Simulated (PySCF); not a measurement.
# How the method changes the shape and vibrations of Al2H2O2

These are calculations, not measurements. The program is PySCF 2.14.0, an open-source quantum chemistry code, run on an isolated molecule that a program drew, which may never have been made. The molecule is Al2H2O2 (charge 0, singlet), drawn as the SMILES string `[OH][AlH][O][Al]`.

The geometry was optimised and harmonic frequencies were computed with HF and MP2, all in the cc-pV(D+d)Z basis, for the commonest isotopes, with a restricted reference for singlets and an unrestricted one otherwise, and a frozen core in MP2. Each result is a local minimum of its method.

Geometry at the HF minimum:
```xyz
6
Al2H2O2, angstrom
O     0.1656   -0.1686   -1.3621
Al    1.7960    0.1333   -1.6693
O     2.9377   -1.1063   -1.6467
Al    4.1505   -2.2874   -1.6476
H    -0.2577   -0.9858   -1.1605
H     2.1992    1.6135   -1.9756
```

Lengths of the bonds as drawn, in Å (atoms numbered as above):
```
bond,HF,MP2
O1-Al2,1.686,1.709
Al2-O3,1.685,1.714
O3-Al4,1.693,1.719
O1-H5,0.942,0.963
Al2-H6,1.564,1.565
```

Rotational constants, in GHz:
```
constant,HF,MP2
A,22.63,23.84
B,1.947,1.864
C,1.792,1.729
```

Harmonic frequencies in cm^-1, each column in rising order, so a row needn't be the same motion in every method:
| rank | HF | MP2 |
|---|---|---|
| 1 | 86 | 66 |
| 2 | 119 | 79 |
| 3 | 279 | 249 |
| 4 | 403 | 383 |
| 5 | 514 | 492 |
| 6 | 548 | 523 |
| 7 | 619 | 622 |
| 8 | 739 | 713 |
| 9 | 893 | 855 |
| 10 | 1072 | 1012 |
| 11 | 2049 | ? |
| 12 | 4229 | 3938 |

**Estimate the missing MP2 frequency from the HF column.**

A single factor s that minimises the squared misfit of MP2 against s times HF over the other rows is sum(HF x MP2) / sum(HF^2) = 0.9354, with an rms misfit of 21 cm^-1. For rank 11 it gives 0.9354 x 2049 = 1917 cm^-1. The calculation gives 2024 cm^-1, 107 cm^-1 above the estimate. The drawn bonds are on average 1.4 % longer in MP2 than in HF.
